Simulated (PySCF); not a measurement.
**CsF and its ions**

PBE0; basis Cs def2-SVPD with ECP46, F def2-SVPD; scalar-relativistic core potentials; PySCF 2.14. Neutral (UKS): singlet (closed shell), Re = 2.445 Å, ωe = 334 cm⁻¹, De = 4.96 eV, HOMO -6.28 eV, LUMO -0.90 eV.

CsF⁻ (UKS): doublet (σ ↑), Re = 2.541 Å, ωe = 276 cm⁻¹, De = 1.93 eV to Cs + F⁻. The energies at the minima are -119.88196 hartree for CsF and -119.89390 for CsF⁻.

Question: Work out the adiabatic electron affinity, without and with harmonic zero-point energies (1 hartree = 27.2114 eV, 1 eV = 8065.5 cm⁻¹), and the change of the bond length.

Answer: At PBE0: 0.01194 hartree = 0.325 eV between the minima; the zero-point term (334.0 − 276.0)/2 cm⁻¹ = +0.004 eV makes it 0.328 eV. Re changes by +9.6 pm against the neutral. The electron enters a σ orbital; in so polar a molecule the change of length follows mostly from the change of the ionic charges.

These are scalar-relativistic numbers at best; spin–orbit coupling would shift them, the dissociation energy most. For an ion De counts to the pair picked by the measured ionisation energies or electron affinities, which need not be the lowest pair at this level. The highest Kohn–Sham level is positive in this anion. Much of that is self-interaction error, but it also means that the finite basis helps to hold the extra electron. States were picked by a PBE0 search and need not be the measured ground states.
